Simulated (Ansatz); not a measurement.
Abridged output of a molecular run in Ansatz:

```
Functional definition: HF
1185 factors; integrals over basis functions are off by at most 1.4e-3 eV
mean field evaluation 1: about -15223.6747 eV, gradient 3.6e1 eV
mean field evaluation 2: about -15223.7964 eV, gradient 3.6e1 eV
mean field evaluation 4: about -15227.2160 eV, gradient 4.7e0 eV
mean field evaluation 8: about -15227.3043 eV, gradient 4.4e-1 eV
mean field -15227.30614972 eV, -559.5931795636 hartree, gradient 8.4e-6 eV, S^2 0.000000; 0 other end points of the search recorded, 0 dependent functions left out
10 core orbitals not correlated: weight in the atoms' cores, before any rotation towards them, 1.000 or more for the frozen orbitals, at most 0.000 for the correlated occupied ones
reference -15227.30614972 eV, -559.5931795636 hartree; 17, 17 occupied and 91, 91 virtual orbitals, 1185 factors
second order -22.88678085 eV of doubles, -0.00000000 eV of singles
cycle   1  -23.47299385 eV  change   -5.9e-1 eV  update   1.1e-1
cycle   2  -24.10286715 eV  change   -6.3e-1 eV  update   3.5e-2
cycle   3  -24.26169235 eV  change   -1.6e-1 eV  update   1.9e-2
cycle   4  -24.25837587 eV  change    3.3e-3 eV  update   4.6e-3
cycle   5  -24.25719745 eV  change    1.2e-3 eV  update   2.2e-3
cycle   6  -24.25777380 eV  change   -5.8e-4 eV  update   6.5e-4
cycle   7  -24.25735863 eV  change    4.2e-4 eV  update   2.6e-4
cycle   8  -24.25728414 eV  change    7.4e-5 eV  update   9.0e-5
cycle   9  -24.25730110 eV  change   -1.7e-5 eV  update   3.1e-5
perturbative correction -0.78937424 eV, -0.0290089683 hartree
Total energy: -15252.35282507 eV, -560.5136279053 hartree
```

Its atoms:

```xyz
12

F     1.282    2.502    0.463
C     0.777    1.279    0.287
N     1.502    0.280    0.498
C     0.845   -1.002    0.305
C    -0.553   -0.909   -0.360
Si   -1.002    0.906   -0.231
H     0.771   -1.474    1.289
H     1.517   -1.633   -0.281
H    -0.492   -1.188   -1.415
H    -1.269   -1.584    0.109
H    -1.972    1.263    0.836
H    -1.407    1.561   -1.500
```

(1) Which basis set was used?
A. def2-TZVPPD
B. cc-pV(Q+d)Z
C. def2-SVPD
D. def2-SVP

(2) Write the keys of the input that set method, charge and spin (a neutral closed shell needs none for the last two).

Answers

(1) D. It gives 118 functions.

(2) 
```yaml
correlation: {method: ccsd_t}
```
